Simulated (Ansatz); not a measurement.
Computed with Ansatz on PBE0-D4/def2-TZVP structures; ΔE is electronic, products minus reactants. CCSD(T)/CBS adds triple-zeta CCSD(T) − MP2 to the extrapolated MP2 energy (def2 sets, frozen cores). This one scheme is used for every species. DFT in def2-TZVPP. B3LYP here is the variant with VWN-RPA as its local correlation; programs differ in this. No spin–orbit coupling; open shells (•) take unrestricted orbitals. For Ga outer-core shells are correlated without core-valence functions, which leaves a few kJ/mol of doubt a bond. Scalar relativity is left out up to krypton.

`[SiH3][O][GaH2]` + `[OH]`• → `[SiH3][O][GaH]`• + H₂O  (hydrogen abstraction from a Ga–H bond)

```csv
level,ΔE (kcal/mol),difference from CCSD(T)/CBS
r2SCAN-D4,-40.8,-0.3
B3LYP-D4,-40.7,-0.2
BHLYP-D4,-35.0,5.5
ωB97X-V,-37.9,2.6
BLYP,-44.1,-3.6
r2SCAN,-40.9,-0.4
r2SCANh,-39.9,0.6
MP2/def2-SVP,-40.1,0.4
HF/def2-TZVPP,-23.4,17.1
HF/CBS(def2),-23.6,16.9
CCSD(T)/CBS,-40.5,0
```

Largest T1 diagnostic among the species: 0.016.

Leaving LDA and LC-ωPBE aside and taking each functional with its dispersion term where it has one, the values, not all of them listed here, spread over 10.5 kcal/mol, from PBE-D4 to BHLYP-D4. LDA lies −8.0 kcal/mol from PBE without D4. In def2-TZVPP, CCSD(T) changes the Hartree–Fock value by −15.5 kcal/mol (the triples alone add −1.6 kcal/mol) and MP2 by −21.3 kcal/mol.
